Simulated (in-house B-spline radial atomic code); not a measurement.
Ionising Cd6+ with different functionals

Computed with a B-spline radial code for spherical atoms: scalar-relativistic (spin-free X2C) Hamiltonian, Fermi nucleus of rms radius 4.6087 fm, spin-polarised at highest spin, spherical fractional occupations for the functionals, and exact exchange of hybrids averaged over the configuration. The ionisation energy is the difference of two self-consistent energies, [Kr] 4d6 → [Kr] 4d5, without Breit or QED terms; ε is the level of the shell that loses the electron (its least bound occupied spin orbital). There is no spin-orbit coupling in this Hamiltonian.

```csv
method,rung,ΔSCF (eV),-ε(4d) (eV)
PBE0,global hybrid,106.15,99.43
B3LYP,global hybrid,106.34,99.04
TPSSh,global hybrid,105.99,97.71
BHandHLYP,global hybrid,106.01,101.86
r2SCAN0,global hybrid,105.51,99.00
B97-1,global hybrid,106.43,99.22
HSE06,range-separated hybrid,106.09,98.96
wB97X,range-separated hybrid,106.15,102.04
CAM-B3LYP,range-separated hybrid,106.30,101.01
LC-wPBE,range-separated hybrid,106.24,102.27
```

(1) Among the functionals, which spreads more, the ΔSCF values or the orbital energies?

(2) How do they compare with the NIST value?

Answers

(1) The orbital energies: ΔSCF values span about 0.92 eV and the orbital energies 4.56 eV; here energy differences depend much less on the functional than eigenvalues do.

(2) NIST lists 105 eV ± 2 (tabulated theory, ground level to ground level). Errors run from +0.51 to +1.43 eV; all lie within about twice that uncertainty, so the table can't rank the methods.
